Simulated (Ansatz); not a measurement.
Sn12O20H18³⁺ (started as a model of: [(RSn)12O14(OH)6]2+, R = H). The state is a doublet with charge 3. Geometry r2SCAN-D4/def2-SVP, that of the charge +2 singlet; atoms count from 1.

Cartesian coordinates in Å:
```
Sn 2.0597 -2.2266 -1.6787
Sn 3.1825 0.8987 -1.0398
Sn 0.7672 0.4101 -3.3558
Sn 1.8015 2.0168 1.7825
Sn -2.1964 1.2084 -2.0511
Sn -0.0568 -3.1563 0.7251
Sn -1.8015 -2.0169 -1.7825
Sn 2.1964 -1.2085 2.0511
Sn 0.0568 3.1563 -0.7251
Sn -2.0597 2.2265 1.6787
Sn -3.1825 -0.8987 1.0398
Sn -0.7673 -0.4101 3.3557
O 1.4488 -0.2213 -1.4645
O 0.0444 -2.8234 -1.3576
O 1.9096 -2.4459 0.4310
O 2.9354 0.4096 1.0147
O 1.9373 2.4460 -0.2805
O -1.1368 -0.4139 -2.8901
O -0.2696 1.9996 -2.3966
O 1.1367 0.4138 2.8902
O -0.0444 2.8233 1.3576
O -2.9353 -0.4097 -1.0147
O -1.9096 2.4459 -0.4310
O -1.9373 -2.4460 0.2804
O 0.2696 -1.9996 2.3966
O -1.4488 0.2213 1.4645
O 3.8536 -1.0884 -1.4491
O 1.5636 -1.5517 -3.6445
O 2.6285 1.4109 -3.0390
O -3.8536 1.0883 1.4487
O -1.5639 1.5515 3.6445
O -2.6283 -1.4112 3.0388
H 4.7671 -1.4096 -1.4829
H 1.6437 -2.0416 -4.4766
H 3.0948 2.0010 -3.6498
H -4.7670 1.4097 1.4816
H -1.6422 2.0421 4.4763
H -3.0948 -2.0010 3.6498
H 2.7681 -3.7128 -2.1036
H 4.7000 1.6648 -1.0044
H 0.5442 0.8245 -4.9897
H 2.7329 3.0714 2.7227
H -3.3527 1.8408 -3.1125
H -0.0960 -4.8030 1.1134
H -2.7331 -3.0715 -2.7226
H 3.3526 -1.8408 3.1127
H 0.0960 4.8030 -1.1132
H -2.7682 3.7124 2.1046
H -4.7003 -1.6645 1.0054
H -0.5449 -0.8240 4.9898
```

In the def2 sets Sn takes a core potential; there is no spin–orbit coupling. Single mean-field runs in def2-SVP are fitted with def2-universal-jkfit.

Question: Estimate the Mulliken populations of the heavy atoms from the PBE0/def2-SVP orbitals of Ansatz.

Answer: 
```json
{"atom": "Sn1", "charge (e)": "1.25", "spin (α − β)": "-0.01"}
{"atom": "Sn2", "charge (e)": "1.25", "spin (α − β)": "-0.01"}
{"atom": "Sn3", "charge (e)": "1.25", "spin (α − β)": "-0.03"}
{"atom": "Sn4", "charge (e)": "1.19", "spin (α − β)": "-0.01"}
{"atom": "Sn5", "charge (e)": "1.19", "spin (α − β)": "-0.01"}
{"atom": "Sn6", "charge (e)": "1.19", "spin (α − β)": "-0.01"}
{"atom": "Sn7", "charge (e)": "1.19", "spin (α − β)": "-0.01"}
{"atom": "Sn8", "charge (e)": "1.19", "spin (α − β)": "-0.01"}
{"atom": "Sn9", "charge (e)": "1.19", "spin (α − β)": "-0.01"}
{"atom": "Sn10", "charge (e)": "1.25", "spin (α − β)": "-0.01"}
{"atom": "Sn11", "charge (e)": "1.25", "spin (α − β)": "-0.01"}
{"atom": "Sn12", "charge (e)": "1.25", "spin (α − β)": "-0.03"}
{"atom": "O13", "charge (e)": "-0.78", "spin (α − β)": "0.03"}
{"atom": "O14", "charge (e)": "-0.76", "spin (α − β)": "0.01"}
{"atom": "O15", "charge (e)": "-0.74", "spin (α − β)": "0.06"}
{"atom": "O16", "charge (e)": "-0.74", "spin (α − β)": "0.06"}
{"atom": "O17", "charge (e)": "-0.76", "spin (α − β)": "0.01"}
{"atom": "O18", "charge (e)": "-0.75", "spin (α − β)": "0.05"}
{"atom": "O19", "charge (e)": "-0.75", "spin (α − β)": "0.05"}
{"atom": "O20", "charge (e)": "-0.75", "spin (α − β)": "0.05"}
{"atom": "O21", "charge (e)": "-0.76", "spin (α − β)": "0.01"}
{"atom": "O22", "charge (e)": "-0.74", "spin (α − β)": "0.06"}
{"atom": "O23", "charge (e)": "-0.74", "spin (α − β)": "0.06"}
{"atom": "O24", "charge (e)": "-0.76", "spin (α − β)": "0.01"}
{"atom": "O25", "charge (e)": "-0.75", "spin (α − β)": "0.05"}
{"atom": "O26", "charge (e)": "-0.78", "spin (α − β)": "0.03"}
{"atom": "O27", "charge (e)": "-0.55", "spin (α − β)": "0.00"}
{"atom": "O28", "charge (e)": "-0.53", "spin (α − β)": "0.05"}
{"atom": "O29", "charge (e)": "-0.53", "spin (α − β)": "0.05"}
{"atom": "O30", "charge (e)": "-0.55", "spin (α − β)": "0.00"}
{"atom": "O31", "charge (e)": "-0.53", "spin (α − β)": "0.05"}
{"atom": "O32", "charge (e)": "-0.53", "spin (α − β)": "0.05"}
```
Mulliken values depend strongly on the basis.

Question: Where does the spin sit?

Answer: Summed by element: Sn -0.17, O 0.75, H 0.41, of 1 unpaired in all. Largest on single atoms: H50 0.14, H41 0.14, O16 0.06.

Question: And the Mayer bond orders between heavy atoms (over 0.3, the first 40 of 54)?

Answer: Sn1–O13 0.52 (2.11 Å); Sn1–O14 0.53 (2.13 Å); Sn1–O15 0.52 (2.13 Å); Sn1–O27 0.52 (2.14 Å); Sn1–O28 0.49 (2.14 Å); Sn2–O13 0.52 (2.11 Å); Sn2–O16 0.52 (2.13 Å); Sn2–O17 0.53 (2.13 Å); Sn2–O27 0.52 (2.14 Å); Sn2–O29 0.49 (2.14 Å); Sn3–O13 0.54 (2.11 Å); Sn3–O18 0.53 (2.13 Å); Sn3–O19 0.53 (2.13 Å); Sn3–O28 0.52 (2.14 Å); Sn3–O29 0.52 (2.14 Å); Sn4–O16 0.57 (2.11 Å); Sn4–O17 0.58 (2.11 Å); Sn4–O20 0.62 (2.06 Å); Sn4–O21 0.65 (2.06 Å); Sn5–O18 0.57 (2.11 Å); Sn5–O19 0.57 (2.11 Å); Sn5–O22 0.64 (2.06 Å); Sn5–O23 0.64 (2.06 Å); Sn6–O14 0.58 (2.11 Å); Sn6–O15 0.57 (2.11 Å); Sn6–O24 0.65 (2.06 Å); Sn6–O25 0.62 (2.06 Å); Sn7–O14 0.65 (2.06 Å); Sn7–O18 0.62 (2.06 Å); Sn7–O22 0.57 (2.11 Å); Sn7–O24 0.58 (2.11 Å); Sn8–O15 0.64 (2.06 Å); Sn8–O16 0.64 (2.06 Å); Sn8–O20 0.57 (2.11 Å); Sn8–O25 0.57 (2.11 Å); Sn9–O17 0.65 (2.06 Å); Sn9–O19 0.62 (2.06 Å); Sn9–O21 0.58 (2.11 Å); Sn9–O23 0.57 (2.11 Å); Sn10–O21 0.53 (2.13 Å).
